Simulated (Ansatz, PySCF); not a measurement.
AgCl, SMILES [Cl][Ag], multiplicity 1.

Geometry: B3LYP-D3(BJ)/def2-TZVPD. The spin state was assumed, not searched. The def2 effective core potentials stand for the cores of Ag; spin–orbit coupling is left out.

Vertical ionisation energy (IE) and electron affinity (EA) in eV. Rows of orbital energies are one-electron estimates. Where ΔSCF, EOM or ADC give a negative EA the extra electron is unbound and the value depends on the basis.

| level | IE | EA |
|---|---|---|
| −ε(HOMO), −ε(LUMO), M06-2X/def2-TZVPD (PySCF) | 8.78 | 2.57 |
| −ε(HOMO), −ε(LUMO), B3LYP/def2-TZVPD (PySCF) | [?] | [?] |
| −ε(HOMO), −ε(LUMO), PBE/def2-TZVPD (PySCF) | 6.39 | 4.17 |
| ΔSCF, ωB97X-V/def2-TZVPD (Ansatz), final states of multiplicity 2 and 2 | 9.96 | 1.32 |
| ΔSCF, PBE/def2-TZVPD (Ansatz), final states of multiplicity 2 and 2 | 10.05 | 1.53 |

### Question
Some entries are withheld; supply them. (An estimate is asked for; the answer gives what the named calculation found.)

### Answer

- −ε(HOMO), −ε(LUMO), B3LYP/def2-TZVPD (PySCF), IE: 7.39
- −ε(HOMO), −ε(LUMO), B3LYP/def2-TZVPD (PySCF), EA: 3.67

### Question
What vertical singlet–triplet gap does ΔSCF give with ωB97X-V/def2-TZVPD (Ansatz, an electronic-structure program) and with PBE/def2-TZVPD (Ansatz)? (An estimate is asked for; the answer gives what the named calculation found.)

### Answer
3.27 and 2.76 eV (triplet above singlet where positive).
